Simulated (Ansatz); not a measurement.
`[F][GeH]([Cl])[Br]` and `[F][Ge]([F])([Cl])[Br]` differ in one atom or group.

Ansatz, PBE0-D4/def2-TZVP geometries, multiplicity 1. 

Scalar relativity is left out up to krypton.

```csv
property,`[F][GeH]([Cl])[Br]`
LUMO energy (ωB97M-V/def2-TZVPP) / eV,0.61
LUMO energy (PBE/def2-TZVPP) / eV,-2.37
HOMO–LUMO gap (PBE0/def2-TZVPP) / eV,7.68
size of the dipole moment (PBE/def2-TZVPP) / D,1.64
HOMO energy (PBE0/def2-TZVPP) / eV,-9.09
size of the dipole moment (B3LYP/def2-TZVPP) / D,1.76
```

**Question.** Give the same properties after the change, and the shifts. (Best estimate.)

**Answer.** Ansatz gave: 
```tsv
property	`[F][Ge]([F])([Cl])[Br]`	shift
LUMO energy (ωB97M-V/def2-TZVPP) / eV	-0.03	-0.64
LUMO energy (PBE/def2-TZVPP) / eV	-3.11	-0.74
HOMO–LUMO gap (PBE0/def2-TZVPP) / eV	7.44	-0.24
size of the dipole moment (PBE/def2-TZVPP) / D	1.36	-0.28
HOMO energy (PBE0/def2-TZVPP) / eV	-9.57	-0.48
size of the dipole moment (B3LYP/def2-TZVPP) / D	1.48	-0.28
```

With PBE0 the HOMO falls by 0.48 eV and the LUMO falls by 0.72 eV, so the gap narrows by about 0.24 eV. PBE moves the HOMO by -0.43 eV and ωB97M-V by -0.49 eV. Dipoles are sizes alone; their direction can turn.

B3LYP here is the variant with VWN-RPA as its local correlation; programs differ in this.

Spin–orbit coupling is left out; it splits and shifts lone-pair levels of the heavy atoms by tenths of an eV.
